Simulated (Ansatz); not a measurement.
Geometry optimisation, RKS r2SCANh-D4/def2-SVP (Ansatz).

Input file:

```yaml
crystal:
  periodic: [false, false, false]
  atoms:
    - { symbol: B, position_ang: [-1.0578, 0.3457, -0.974] }
    - { symbol: Ga, position_ang: [0.3965, 0.7044, -0.2377] }
    - { symbol: Si, position_ang: [0.4026, -0.7409, 0.9115] }
    - { symbol: H, position_ang: [-1.0732, -0.0737, -2.0701] }
    - { symbol: H, position_ang: [-1.8193, 1.2818, -0.7262] }
    - { symbol: H, position_ang: [1.0553, 1.2612, -0.7787] }
    - { symbol: H, position_ang: [1.6586, -1.3407, 0.3208] }
    - { symbol: H, position_ang: [-0.3178, -1.7712, 1.5832] }
    - { symbol: H, position_ang: [0.8437, 0.2872, 1.954] }
basis:
  gaussian: { orbitals: def2-SVP }
hamiltonian:
  xc: r2scanh
  dispersion: d4
relax:
  f_tol: 0.015
  max_steps: 40
```

Command:

```bash
$ ansatz run input.yaml --threads 2 --pin off --max-ram 3072MiB --backend cpu --events-out ev --progress --plain --runs-dir out
```

Problem. Where does it end, and by what steps?

Solution. It converged. After 14 steps the energy has fallen by 11.476 eV; H9 moved furthest, 0.79 Å. The start is strongly strained (largest force component 19 eV/Å).

```
step  energy less start (eV)  largest force component (eV/Å)  accepted
   0                  0.0000                          19.262       yes
   1                 -5.6121                           8.844       yes
   2                 -8.5962                           4.196       yes
   3                -10.1544                           1.520       yes
   4                -11.0635                           0.599       yes
   5                -11.3720                           0.464       yes
   6                -11.3733                           1.202       yes
   7                -11.4440                           0.244       yes
   8                -11.4558                           0.153       yes
   9                -11.4657                           0.101       yes
  10                -11.4630                           0.197        no
  11                -11.4720                           0.043       yes
  12                -11.4746                           0.058       yes
  13                -11.4752                           0.031       yes
  14                -11.4756                           0.011       yes
```

```xyz
9
Properties=species:S:1:pos:R:3
B -1.477 0.685 -1.477
Ga 0.325 0.686 -0.501
Si 0.853 -0.857 1.282
H -1.680 -0.001 -2.451
H -2.415 1.337 -1.083
H 1.486 1.688 -0.840
H 2.020 -1.708 0.888
H -0.269 -1.773 1.651
H 1.246 -0.103 2.514
```

Whether the end is a true minimum wasn't checked by a vibrational analysis.

Run time: 45 s on 2 threads of Arm Neoverse V2 (shared host), peak memory 0.22 GiB.
